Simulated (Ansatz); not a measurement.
```yaml
crystal:
  periodic: [false, false, false]
  atoms:
    - {symbol: Si, position_ang: [-1.655934, -0.051863, 1.065886]}
    - {symbol: Si, position_ang: [0.374055, 0.577369, 0.335890]}
    - {symbol: N, position_ang: [1.325229, -0.670174, -0.225606]}
    - {symbol: Al, position_ang: [1.393016, -0.153073, -1.854183]}
    - {symbol: S, position_ang: [0.223305, 1.553303, -1.488640]}
    - {symbol: H, position_ang: [-2.464731, 1.089198, 1.357478]}
    - {symbol: H, position_ang: [-2.298139, -0.836576, 0.059664]}
    - {symbol: H, position_ang: [-1.547415, -0.840196, 2.255733]}
    - {symbol: H, position_ang: [1.020874, 1.410477, 1.303996]}
    - {symbol: H, position_ang: [1.652382, -1.410028, 0.301224]}
    - {symbol: H, position_ang: [2.040238, -0.723157, -3.091664]}
basis:
  gaussian: {orbitals: cc-pVDZ, final_grid: {core_spheres: 1, valence_spheres: 1, degree: 5}}
total_charge: 1
magnetization: {spin_polarized: true, initial_magnetization: 1}
hamiltonian: {xc: {name: PBE}}
output: {forces: true}
```

```sh
$ ansatz run in.yaml --threads 4 --pin off --events-out ev --progress --plain --max-ram 10444MiB
```

It prints (some lines left out):

```
Functional definition: PBE
1526 factors; their error is unknown
mean field evaluation 1: about -34732.0912 eV, gradient 6.3e1 eV
mean field evaluation 2: about -34635.2382 eV, gradient 1.2e2 eV
mean field evaluation 4: about -34744.7508 eV, gradient 2.6e1 eV
mean field evaluation 8: about -34749.6327 eV, gradient 1.8e0 eV
mean field evaluation 16: about -34718.8548 eV, gradient 3.0e1 eV
mean field evaluation 32: about -34724.7779 eV, gradient 2.0e-2 eV
mean field -34724.77792618 eV, -1276.1120514872 hartree, gradient 2.2e-5 eV, S^2 0.755869; 6 other end points of the search recorded, 0 dependent functions left out
reference -34724.77805653 eV, -1276.1120562775 hartree; 35, 34 occupied and 81, 82 virtual orbitals, 1526 factors
Total energy: -34724.77805653 eV, -1276.1120562775 hartree
Atom 0 at    -1.655934    -0.051863     1.065886 Å, force     3.022897     2.610587     1.747041 eV/Å
Atom 1 at     0.374055     0.577369     0.335890 Å, force     4.726902    -6.797243    -8.068557 eV/Å
Atom 2 at     1.325229    -0.670174    -0.225606 Å, force    -6.178625     7.956451    -1.946700 eV/Å
Atom 3 at     1.393016    -0.153073    -1.854183 Å, force    -1.466843    -2.333069     4.485910 eV/Å
Atom 4 at     0.223305     1.553303    -1.488640 Å, force     0.828982    -4.886261     5.899917 eV/Å
Atom 5 at    -2.464731     1.089198     1.357478 Å, force     0.309865    -0.226013    -0.259197 eV/Å
Atom 6 at    -2.298139    -0.836576     0.059664 Å, force    -0.806232    -2.222030    -3.479632 eV/Å
Atom 7 at    -1.547415    -0.840196     2.255733 Å, force     0.063980     0.162429    -0.427874 eV/Å
Atom 8 at     1.020874     1.410477     1.303996 Å, force     1.008654     2.419924     3.478384 eV/Å
Atom 9 at     1.652382    -1.410028     0.301224 Å, force    -1.342071     3.517497    -1.616958 eV/Å
Atom 10 at     2.040238    -0.723157    -3.091664 Å, force    -0.167508    -0.202272     0.187667 eV/Å
Dipole moment:     0.544857    -0.623719     0.260469 e Å
```

Q: What is wrong with this run?

A: The integration grid is far too coarse. The calculation finished and met its thresholds. The result belongs to that input, not to the molecule as meant.
